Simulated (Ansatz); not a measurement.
Two isomers of C2H6OSi: A = `CC1O[SiH2]1`, B = `O=CC[SiH3]`.

Computed with Ansatz on PBE0-D4/def2-TZVP structures; ΔE is electronic, products minus reactants. CCSD(T)/CBS is the MP2 limit (def2-TZVPP, def2-QZVPP) plus CCSD(T) − MP2 in def2-TZVPP, frozen cores. Functionals use def2-TZVPP. B3LYP here is the variant with VWN-RPA as its local correlation; programs differ in this. One conformer a species, not always the lowest.

Q: Which is lower in electronic energy at CCSD(T)/CBS, and by how much? (Estimate.)

A: Ansatz gave: B, by 4.6 kJ/mol.

Q: Give E(B) − E(A) in kJ/mol with PBE0-D4, BLYP-D4, B3LYP, CCSD(T)/def2-TZVPP, r2SCAN-D4, B2PLYP, B3LYP-D4. (Estimate.)

A: Computed: PBE0-D4 -3.7, BLYP-D4 -16.1, B3LYP -13.9, CCSD(T)/def2-TZVPP -11.3, r2SCAN-D4 -1.0, B2PLYP -10.9, B3LYP-D4 -14.4. None reverses the order clearly.

Q: Does the order hold for the free energy at 298.15 K (harmonic terms from PBE0-D4)? (Best estimate.)

A: Ansatz gave: Yes: G(B) − G(A) = -20.4 kJ/mol, for one conformer each.

Largest T1 diagnostic: 0.014.

At CCSD(T), def2-SVP lies −41.8 kJ/mol from the extrapolated value and def2-TZVPP −6.7 kJ/mol. In def2-TZVPP, CCSD(T) changes the Hartree–Fock value by +28.1 kJ/mol (the triples alone add +2.0 kJ/mol) and MP2 by +37.6 kJ/mol.
